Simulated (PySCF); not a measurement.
Isomers of FH9OSi4, one GFN2-xTB conformer each. Single-point energies are computed at PBE0/pcSseg-1 (PySCF, gas phase, no added dispersion term), electronic only.

Question: Rank them by PBE0/pcSseg-1 energy, lowest first (kJ/mol).
A. `[OH:1][Si@@H:2]([SiH3:3])[Si@H:4]([F:5])[SiH3:6]` with H–O1–Si2–Si3 -173°, O1–Si2–Si4–F5 27°
B. `[F:1][SiH2:2][SiH2:3][SiH2:4][O:5][SiH3:6]` with F1–Si2–Si3–Si4 2°, Si2–Si3–Si4–O5 148°

Answer: B (0.0), A (87.0).

As drawn, the higher has an O–H bond, which the lower lacks. GFN2-xTB itself gives, in the same order: 0.0, 209.8. Both levels put the same isomer lowest.

Question: Which frontier levels, dipoles and rotational constants go with these structures?

Answer: 
| SMILES | HOMO (eV, PBE0/pcSseg-1) | LUMO (eV) | dipole (D) | A, B, C (MHz) |
| --- | --- | --- | --- | --- |
| F[SiH2][SiH2][SiH2]O[SiH3] | -8.06 | -1.06 | 1.70 | 3639, 522.4, 493.1 |
| O[Si@@H]([SiH3])[Si@H](F)[SiH3] | -7.81 | -1.59 | 0.86 | 1773, 893.1, 666.5 |
